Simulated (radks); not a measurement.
Initial-state core-level shifts of neutral gold when its valence configuration changes from [Xe] 4f14 5d10 6s1. All-electron calculation, scalar-relativistic Kohn-Sham, SCAN, spin-polarised, spherical densities, finite nucleus; open shells are filled with parallel spins first (spin-orbit coupling, left out, can overturn this in heavy ions); meta-GGA in the generalised Kohn-Sham scheme; Fermi nuclear charge, rms radius 5.4371 fm. Program: a radial shooting solver on a logarithmic mesh with Libxc functionals. Shifts are changes of the shell-averaged eigenvalues in eV (positive: less bound); the change of the density at the nucleus, which sets a Mossbauer isomer shift, is in e/bohr^3, on a base of 2.301e+06.

| valence | 3p | 3d | 4p | 4d | density at nucleus |
|---|---|---|---|---|---|
| 4f14 5d10 6p1 | -2.096 | -2.089 | -2.116 | -2.112 | -131.4 |
| 4f13 5d10 6s1 6p1 | -20.493 | -20.349 | -17.535 | -16.981 | +175.2 |
| 4f13 5d10 6s2 | -18.658 | -18.520 | -15.681 | -15.132 | +319.3 |
| 4f14 5d9 6s1 6p1 | -5.016 | -5.026 | -5.000 | -5.003 | +29.7 |
| 4f13 5d9 6s1 6p2 | -25.708 | -25.580 | -22.705 | -22.154 | +209.5 |
| 4f14 5d9 6p2 | -6.765 | -6.770 | -6.765 | -6.763 | -120.2 |
| 4f14 5d9 6s2 | -3.256 | -3.272 | -3.216 | -3.223 | +176.5 |
| 4f12 5d10 6s2 6p1 | -40.576 | -40.303 | -34.253 | -33.133 | +537.8 |
| 4f12 5d10 6s1 6p2 | -42.007 | -41.728 | -35.700 | -34.575 | +362.2 |
